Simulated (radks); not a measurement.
Task: All-electron atom: Zr12+ in [Ar] 3d(3/2: 3, 5/2: 6) 4s1 (not the ground configuration). Method: Dirac Kohn-Sham, relativistic LDA (MacDonald-Vosko exchange, VWN5 correlation), spin-unpolarised, spherical densities, finite nucleus; Fermi nuclear charge, rms radius 4.2694 fm; computed with a radial shooting solver on a logarithmic mesh with Libxc functionals. Some entries of the table are withheld. Estimate them.

orbital  occ.  eigenvalue (eV)  <1/r> (bohr^-1)  <r^2> (bohr^2)
1s1/2       2        -17992.70            41.11        0.001865
2s1/2       2        -2723.387            9.323         0.03123
2p1/2       2              (1)            9.305         0.02363
2p3/2       4              (2)            8.905         0.02500
3s1/2       2        -650.8093              (3)          0.2340
3p1/2       2        -574.5891            3.118             (4)
3p3/2       4        -560.3317            3.023             (5)
3d3/2       3              (6)              (7)          0.2221
3d5/2       6              (8)              (9)          0.2251
4s1/2       1        -254.6503             (10)           1.172

Result: 
(1) 2p1/2 eigenvalue (eV): -2520.285
(2) 2p3/2 eigenvalue (eV): -2434.919
(3) 3s1/2 <1/r> (bohr^-1): 3.210
(4) 3p1/2 <r^2> (bohr^2): 0.2312
(5) 3p3/2 <r^2> (bohr^2): 0.2411
(6) 3d3/2 eigenvalue (eV): -425.6349
(7) 3d3/2 <1/r> (bohr^-1): 2.848
(8) 3d5/2 eigenvalue (eV): -422.9277
(9) 3d5/2 <1/r> (bohr^-1): 2.824
(10) 4s1/2 <1/r> (bohr^-1): 1.366
